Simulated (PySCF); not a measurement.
# Excitation energy of As by level of theory

As [Ar] 3d10 4s2 4p3 (4S) → As [Ar] 3d10 4s2 4p2 5s1 (4P), as a difference of total energies. Computed with PySCF 2.14 in aug-cc-pVTZ-PP with one added diffuse shell each of s, d, f type with ECP10MDF (7s5p5d3f, 68 functions), with a scalar-relativistic core potential. Correlated levels: valence: 3s2 3p6 3d10 frozen. The calculations carry no spin-orbit coupling.

| method | excitation energy (eV) |
| --- | --- |
| UHF | 6.160 |
| MP2 (valence) | 6.436 |
| SCS-MP2 (valence) | 6.358 |
| CCSD (valence) | 6.376 |
| CCSD(T) (valence) | 6.390 |

How much does correlation contribute at CCSD(T) (valence)?

6.390 − (6.160) = 0.230 eV, measured against UHF.

Errors of the correlated levels include the incompleteness of this basis and the frozen core.

For comparison: 6.460 eV (measured; NIST levels, between the centres of gravity of the two terms).
